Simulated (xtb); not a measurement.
CHO₂, doublet, from a rough starting geometry; xtb with GFN2-xTB.

Input for xtb:
```
$ xtb mol.xyz --gfn 2 --uhf 1 --opt vtight --json

# file mol.xyz
4

O     -0.94224230    -0.80088852     0.00543102
C      0.02582503     0.00659651    -0.03660833
O      1.25410468    -0.28438415     0.01143935
H     -0.27370020     1.10064670     0.01508190
```

It wrote (shortened):

```
   ID    Z sym.   atoms
    1    8 O      1, 3
    2    6 C      2
    3    1 H      4

           -------------------------------------------------
          |                Calculation Setup                |
           -------------------------------------------------

           -------------------------------------------------
          |                 G F N 2 - x T B                 |
           -------------------------------------------------

          ...................................................
          :                      SETUP                      :
          :.................................................:
          :  # basis functions                  13          :
          :  # atomic orbitals                  13          :
          :  # shells                            7          :
          :  # electrons                        17          :
          :  max. iterations                   250          :
          :  Hamiltonian                  GFN2-xTB          :
          :  restarted?                      false          :
          :  GBSA solvation                  false          :
          :  PC potential                    false          :
          :  electronic temp.          300.0000000     K    :
          :  accuracy                    1.0000000          :
          :  -> integral cutoff          0.2500000E+02      :
          :  -> integral neglect         0.1000000E-07      :
          :  -> SCF convergence          0.1000000E-05 Eh   :
          :  -> wf. convergence          0.1000000E-03 e    :
          :  Broyden damping             0.4000000          :
          :  net charge                          0          :
          :  unpaired electrons                  1          :
          ...................................................

 iter      E             dE          RMSdq      gap      omega  full diag
   1    -10.7192198 -0.107192E+02  0.613E+00    5.28       0.0  T
   2    -10.7364659 -0.172461E-01  0.290E+00    4.72       1.0  T
   3    -10.7286232  0.784272E-02  0.238E+00    5.04       1.0  T
   4    -10.7171181  0.115051E-01  0.253E+00    4.92       1.0  T
   5    -10.7405250 -0.234069E-01  0.183E-01    4.90       1.0  T
   6    -10.7405531 -0.281374E-04  0.938E-02    4.88       1.0  T
   7    -10.7405535 -0.379678E-06  0.931E-03    4.88       5.4  T
   8    -10.7405537 -0.147139E-06  0.467E-03    4.88      10.7  T
   9    -10.7405537 -0.600465E-07  0.130E-03    4.88      38.4  T
[...]
         :: total energy             -10.680703206298 Eh    ::
 * total energy  :   -10.6807032 Eh     change       -0.1215561E-10 Eh
 * total energy  :   -10.6782936 Eh     change        0.2409608E-02 Eh
 * total energy  :   -10.6658522 Eh     change        0.1244136E-01 Eh
 * total energy  :   -10.6973596 Eh     change       -0.3150734E-01 Eh
 * total energy  :   -10.6990510 Eh     change       -0.1691469E-02 Eh
 * total energy  :   -10.6991408 Eh     change       -0.8973196E-04 Eh
 * total energy  :   -10.6992151 Eh     change       -0.7431730E-04 Eh
 * total energy  :   -10.6992200 Eh     change       -0.4948384E-05 Eh
 * total energy  :   -10.6992203 Eh     change       -0.2770303E-06 Eh
 * total energy  :   -10.6992203 Eh     change       -0.1421625E-07 Eh
   *** GEOMETRY OPTIMIZATION CONVERGED AFTER 10 ITERATIONS ***
         :: total energy             -10.699220337612 Eh    ::
[...]
        12                          0.3037517               8.2655
        13                          0.8471009              23.0508
      -------------------------------------------------------------
                  HL-Gap            0.1898192 Eh            5.1652 eV
             Fermi-level           -0.4084203 Eh          -11.1137 eV

     #   Z          covCN         q      C6AA      α(0)
     1   8 O        0.856    -0.291    19.617     5.938
     2   6 C        2.591     0.392    20.400     7.385
     3   8 O        0.856    -0.291    19.617     5.938
     4   1 H        0.880     0.190     1.158     1.684

 Mol. C6AA /au·bohr⁶  :        207.249371
 Mol. C8AA /au·bohr⁸  :       4565.245939
 Mol. α(0) /au        :         20.946087

Wiberg/Mayer (AO) data.
largest (>0.10) Wiberg bond orders for each atom

 ---------------------------------------------------------------------------
     #   Z sym  total        # sym  WBO       # sym  WBO       # sym  WBO
 ---------------------------------------------------------------------------
     1   8 O    2.211 --     2 C    1.671     3 O    0.431     4 H    0.108
     2   6 C    3.948 --     1 O    1.671     3 O    1.671     4 H    0.605
     3   8 O    2.211 --     2 C    1.671     1 O    0.431     4 H    0.108
     4   1 H    0.822 --     2 C    0.605     3 O    0.108     1 O    0.108
 ---------------------------------------------------------------------------

Topologies differ in total number of bonds
Writing topology from bond orders to xtbtopo.mol

molecular dipole:
                 x           y           z       tot (Debye)
 q only:       -0.197       0.798       0.006
   full:       -0.229       0.930       0.007       2.436
molecular quadrupole (traceless):
                xx          xy          yy          xz          yz          zz
 q only:       -2.652      -1.034       1.463      -0.011      -0.002       1.189
  q+dip:       -4.115      -1.649       2.374      -0.017       0.000       1.741
   full:       -4.683      -1.785       2.322      -0.019      -0.005       2.361

optimized geometry written to: xtbopt.xyz

           -------------------------------------------------
          | TOTAL ENERGY              -10.699220337612 Eh   |
          | GRADIENT NORM               0.000042701307 Eh/α |
          | HOMO-LUMO GAP               5.165242718119 eV   |
           -------------------------------------------------

normal termination of xtb
```
